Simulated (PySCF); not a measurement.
Cost against size for one kind of job: PySCF 2.14.0, density-fitted response routines, GIAO PBE0/pcSseg-1 NMR shielding, non-relativistic, gas phase; work: shieldings, ring-centre shieldings, charges and field gradients. Hardware: Arm Neoverse V1, one thread, shared host. The host was shared with other jobs, so the times are rough.

| species (SMILES) | atoms | electrons | basis functions | SCF cycles | wall time |
| --- | --- | --- | --- | --- | --- |
| C=C1C(F)=C1CCl | 11 | 60 | 146 | 14 | 14 s |
| FC(F)(F)c1ccccc1 | 15 | 74 | 195 | 14 | 33 s |
| C=C1[Si@@H](O)[C@H](C)C[S@]1=O | 19 | 86 | 217 | 15 | 70 s |
| C=C[C@@H]1C[P@+]1(P)[BH2-]C#N | 19 | 82 | 217 | 15 | ? |
| CCP1C=CC([SiH3])C=C1 | 22 | 84 | 232 | 14 | 48 s |
| CCc1ccc([SiH3])p1C | 22 | 84 | 232 | 14 | ? |
| C[SiH2]P1C=CC(C)C=C1 | 22 | 84 | 232 | 14 | 60 s |
| NP(c1ccoc1)N([SiH3])[SiH3] | 21 | 100 | 246 | 14 | ? |

Q: Estimate the withheld figures.

A: `C=C[C@@H]1C[P@+]1(P)[BH2-]C#N`: 48 s; `CCc1ccc([SiH3])p1C`: 84 s; `NP(c1ccoc1)N([SiH3])[SiH3]`: 61 s.

Q: Which species took longest, and how many times the shortest run?

A: `CCc1ccc([SiH3])p1C`, at 84 s: about 6 times the shortest (14 s).
